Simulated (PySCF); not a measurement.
# Identify the compound

An unknown has the formula C4H5BF3NO. Its calculated NMR data are:

¹H NMR (400 MHz, computed): δ 3.88 (q, J = 6.1 Hz, 2H), 2.28 (br, 3H).

¹³C{¹H} NMR (computed): δ 186.2 (C, q, J = 42.2 Hz), 119.8 (C, q, J = 357.5 Hz), 107.7 (C), 27.6 (CH2).

Single conformer, one averaged value for each set of equivalent atoms, non-relativistic Hamiltonian, no solvent model. NMR shieldings at PBE0/pcSseg-1/GIAO; J couplings at B3LYP/pcJ-1 (spin–dipole term only in couplings to heteroatoms); PBE0-D3(BJ)/def2-SVP structure; PySCF 2.14.0 with density-fitted response routines.

Scale: ¹H and ¹³C against TMS (reference shieldings calculated alike).

Propose a structure and justify it.

Results:


1. 4 carbon signals for 4 carbons: no two carbons are equivalent.
2. Carbon types of the structure: 3 × C, 1 × CH2, leaving 3 H on heteroatoms.
3. δC 186.2: ketone carbonyl carbon; low-lying n→π* states of the double bond to the heteroatom give a large paramagnetic term (-252 ppm).
4. δC 119.8: CF3 carbon; 3 electronegative neighbours deshield it.
5. δC 107.7: nitrilium-type carbon.
6. δC 27.6: sp3 CH2 α to a carbonyl; α to the electron-withdrawing carbonyl group.
7. δH 3.88: hydrogen on an sp3 CH2 α to a carbonyl.
8. δH 2.28: hydrogen on a boron bonded to N.

The compound is SMILES [BH3-][N+]#CCC(=O)C(F)(F)F.

The data come from this structure; uniqueness wasn't tested.

Hydrogens on boron are broadened and split by ¹¹B (spin 3/2, 80 %) and 10B (spin 3). C–F couplings over four or more bonds (about 3 Hz to the para carbon of a fluoroarene) are left out. Common functionals overestimate the size of one-bond C–F couplings by tens of Hz; these are unscaled. Splittings below 1 Hz are ignored in the labels, and close J values are merged. Shifts are as computed. Against solution values, carbons near 30 ppm lie about +2 ppm off and those near 130 ppm about +5 ppm. Of 1313 compounds with measured shifts, 239 miss one by over three times the rms of a fit or turn the order of signals round; such compounds aren't used in these exercises.
